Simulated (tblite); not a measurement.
Compound: C6H13OP.
SMILES with atom numbers: `[CH2:1]=[CH:2][P@:3]([CH3:4])(=[O:5])[CH2:6][CH2:7][CH3:8]` (hydrogens: H9, H10 on C1; H11 on C2; H12, H13, H14 on C4; H15, H16 on C6; H17, H18 on C7; H19, H20, H21 on C8)

Structure used (GFN2-xTB), in Å, numbered top down from 1:
```
atom  x, y, z in Å
C1    -2.7988    1.9507   -0.2407
C2    -2.0889    0.9329   -0.6937
P3    -0.9351    0.0959    0.4324
C4    -1.4110   -1.6750    0.3272
O5    -0.9355    0.6211    1.8026
C6     0.6979    0.2344   -0.4137
C7     1.7729   -0.4287    0.4374
C8     3.1700   -0.1855   -0.1188
H9    -2.6859    2.2583    0.7872
H10   -3.5001    2.5007   -0.8482
H11   -2.1593    0.5777   -1.7115
H12   -1.3554   -2.0552   -0.6882
H13   -2.4292   -1.7643    0.7019
H14   -0.7526   -2.2460    0.9786
H15    0.9023    1.3050   -0.5099
H16    0.6528   -0.2002   -1.4129
H17    1.5853   -1.5039    0.4910
H18    1.7028   -0.0282    1.4513
H19    3.2560   -0.5842   -1.1281
H20    3.3862    0.8801   -0.1510
H21    3.9169   -0.6686    0.5068
```

Computed with GFN2-xTB (tblite): harmonic, unscaled wavenumbers at the GFN2-xTB geometry, gas phase. This tight-binding method is rough: wavenumbers can miss measured ones by several per cent, in bad cases by 10 to 20. One conformer, not necessarily the lowest.

Harmonic wavenumbers (cm⁻¹): 55.6, 62.0, 78.7, 120.0, 159.5, 189.4, 211.2, 230.2, 240.4, 288.4, 312.0, 360.5, 460.3, 546.1, 669.9, 722.0, 732.1, 779.5, 830.3, 845.8, 862.4, 909.6, 947.1, 974.4, 1000.3, 1015.5, 1081.2, 1112.3, 1210.3, 1211.9, 1231.2, 1260.0, 1272.1, 1309.6, 1340.1, 1379.2, 1415.1, 1424.4, 1437.9, 1442.7, 1488.3, 1502.3, 1504.2, 1666.0, 2938.8, 2965.1, 2973.0, 2983.9, 3008.2, 3012.3, 3025.4, 3035.0, 3036.5, 3039.3, 3058.5, 3080.7, 3111.6.

A = 2862, B = 959.2, C = 892.9 MHz; mass 132.070 u (most abundant isotopes); point group C1, symmetry number 1.

Task: What is the zero-point energy?

Result: Half the sum of the wavenumbers: 38580 cm⁻¹ = 461.52 kJ/mol.

Task: What is S at 350 K and 1 bar for an ideal gas of classical rigid rotors and harmonic oscillators?

Result: Translation 173.09, rotation 124.43, vibration 168.60: S = 466.1 J/(mol K).

Task: And Cp and H(350 K) − H(0)?

Result: Cp = 197.40 J/(mol K), of which vibrations give 164.15 (their classical limit is 57 R = 473.9); H(350 K) − H(0) = 41.95 kJ/mol without the zero-point energy, 30.31 from vibrations.

Task: How do the functions run with temperature in this model?

Result: 
```json
{"T (K)": "50", "S (J/(mol K))": "247.9", "Cp (J/(mol K))": "60.0", "H − H(0) (kJ/mol)": "2.18", "G − H(0) (kJ/mol)": "-10.21", "ln q(vib)": "0.57"}
{"T (K)": "100", "S (J/(mol K))": "299.3", "Cp (J/(mol K))": "90.3", "H − H(0) (kJ/mol)": "5.97", "G − H(0) (kJ/mol)": "-23.95", "ln q(vib)": "2.04"}
{"T (K)": "298.15", "S (J/(mol K))": "436.3", "Cp (J/(mol K))": "174.8", "H − H(0) (kJ/mol)": "32.30", "G − H(0) (kJ/mol)": "-97.80", "ln q(vib)": "8.31"}
{"T (K)": "373.15", "S (J/(mol K))": "479.1", "Cp (J/(mol K))": "207.3", "H − H(0) (kJ/mol)": "46.63", "G − H(0) (kJ/mol)": "-132.14", "ln q(vib)": "10.55"}
{"T (K)": "500", "S (J/(mol K))": "546.8", "Cp (J/(mol K))": "256.1", "H − H(0) (kJ/mol)": "76.12", "G − H(0) (kJ/mol)": "-197.26", "ln q(vib)": "14.24"}
{"T (K)": "750", "S (J/(mol K))": "664.9", "Cp (J/(mol K))": "326.2", "H − H(0) (kJ/mol)": "149.53", "G − H(0) (kJ/mol)": "-349.12", "ln q(vib)": "21.15"}
{"T (K)": "1000", "S (J/(mol K))": "765.6", "Cp (J/(mol K))": "373.5", "H − H(0) (kJ/mol)": "237.35", "G − H(0) (kJ/mol)": "-528.24", "ln q(vib)": "27.55"}
```

q(vib) and H(0) count from the zero-point level.

Task: Blend soft modes into free rotors: weight 1/[1 + (100 cm⁻¹/ν̃)⁴] for the oscillator and the rest for a rotor with moment μB/(μ + B), μ = h/(8π²ν), B = 10⁻⁴⁴ kg m². What vibrational entropy results?

Result: 155.13 J/(mol K) in place of 168.60, which changes −T·S at 350 K by +4.71 kJ/mol.

Task: What must be added to the electronic energy to get the Gibbs energy at 350 K and 1 bar?

Result: ZPE + [H(350 K) − H(0)] − T·S = 461.52 + 41.95 − 163.14 = 340.33 kJ/mol.

Hindered rotation and anharmonicity are outside this model. Other conformers, if any are populated, would add a mixing term that is left out. The structure is chiral; the term R ln 2 for an equal mix with its mirror image is left out.
